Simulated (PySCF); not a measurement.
Computed shifts of a molecule C₂H₈GeO₃, HF/pcSseg-1 in PySCF, GIAO, gas phase, equivalent atoms averaged, in ppm (number of nuclei): ¹³C: 10.0 (1), 7.5 (1). ¹H: 1.75 (1), 1.59 (3), 1.12 (1), 1.09 (1), 1.05 (1), 0.98 (1). References: ¹³C against TMS (σ = 192.6 ppm); ⁷³Ge against GeH4 (σ = 1776.1 ppm); ¹⁷O against H2O (σ = 333.0 ppm); ¹H against TMS (σ = 31.99 ppm), references at their B3LYP-D3(BJ)/def2-TZVP geometries, non-relativistic. The structure is a stationary point at B3LYP-D3(BJ)/def2-SVP. One conformer was computed; it need not be the lowest.

Problem. Identify the compound among the candidates.
A. C[CH2][Ge]([OH])([OH])[OH]
B. CC[O][GeH]([OH])[OH]
C. C[O][Ge]([CH3])([OH])[OH]
D. CO[CH2][GeH]([OH])[OH]

Solution. A, C[CH2][Ge]([OH])([OH])[OH]
